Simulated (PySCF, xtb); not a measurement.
NbF₅, SMILES [F][Nb]([F])([F])([F])[F], multiplicity 1.

Harmonic wavenumbers (cm⁻¹) from GFN2-xTB (xtb) at its own minimum, in rising order: 110, 111, 187, 187, 238, 263, 263, 409, 484, 485, 485, 572.

### Question
What does B3LYP-D3(BJ)/def2-SVP in PySCF 2.14.0 give at its own minimum? (An estimate is asked for; the answer gives what the named calculation found.)

### Answer
98, 99, 218, 218, 257, 279, 279, 649, 728, 730, 756, 756. Paired by order, the mean absolute difference is 110 cm⁻¹ and the zero-point energies are 5.4 and 7.2 kcal/mol.
